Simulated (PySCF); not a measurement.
Cards and structures have been mixed up. Pair them.

Structures:
1. `CO/C(F)=C\F`
2. `C[SiH2]N[SiH2][SiH2]F`
3. `CCCN[SiH2][SiH3]`

Card P (geometry GFN2-xTB):
* Rotational constants A, B, C: 6.730, 2.505, 1.847 GHz
* Static isotropic polarisability (CAM-B3LYP/def2-SVPD): 45.0 au
* Strongest line among the 8 lowest singlet transitions (TDDFT CAM-B3LYP/def2-SVPD): S3 at 7.26 eV (171 nm, f = 0.469)
* HOMO energy (CAM-B3LYP/def2-SVPD): -8.04 eV
* Dipole moment (CAM-B3LYP/def2-SVPD): 2.31 D

Card Q (geometry GFN2-xTB):
- Rotational constants A, B, C: 5.989, 0.599, 0.559 GHz
- Static isotropic polarisability (CAM-B3LYP/def2-SVPD): 99.5 au
- Isotropic shieldings of nuclei other than C and H, by class (GIAO PBE0/pcSseg-1): 275 (1 N), 438 (1 F), 346 (1 Si), 378 (1 Si), 408 (1 Si) ppm
- Lowest singlet excitation (TDDFT CAM-B3LYP/def2-SVPD): 5.46 eV (227 nm, f = 0.003)
- 13C chemical shifts (computed TMS as zero) by class (GIAO PBE0/pcSseg-1): -3.8 (1 C) ppm
- Strongest line among the 8 lowest singlet transitions (TDDFT CAM-B3LYP/def2-SVPD): S8 at 7.75 eV (160 nm, f = 0.056)
- Dipole moment (CAM-B3LYP/def2-SVPD): 2.79 D

Card R (geometry GFN2-xTB):
- Rotational constants A, B, C: 3.484, 1.000, 0.826 GHz
- Static isotropic polarisability (PBE0/def2-SVPD): 103.0 au
- Dipole moment (PBE0/def2-SVPD): 1.31 D
- Lowest singlet excitation (TDDFT PBE0/def2-SVPD): 5.14 eV (241 nm, f = 0.002)
- HOMO energy (PBE0/def2-SVPD): -6.64 eV

All species are isolated and taken at one optimised geometry, non-relativistic unless stated. Electronic properties by PySCF. NMR classes are plain means over equivalent atoms (diastereotopic ones count apart unless rotation or inversion swaps them), as if these changed places fast.

Question: Which card belongs to which structure?

Answer: P = 1, Q = 2, R = 3. What ties each card to its structure:
- 1 (card P), C3H4F2O, monoisotopic mass 94.0 u, 6 heavy atoms: an asymmetric top with C = 1.847 GHz, the highest such constant on the cards; polarisability 45.0 au for 48 electrons; dipole 2.31 D.
- 2 (card Q), CH10FNSi3, monoisotopic mass 139.0 u, 6 heavy atoms: 1 C in 1 class; an asymmetric top with C = 0.559 GHz, the lowest such constant on the cards; polarisability 99.5 au for 74 electrons; dipole 2.79 D.
- 3 (card R), C3H13NSi2, monoisotopic mass 119.1 u, 6 heavy atoms: an asymmetric top with C = 0.826 GHz; polarisability 103.0 au for 66 electrons; dipole 1.31 D.
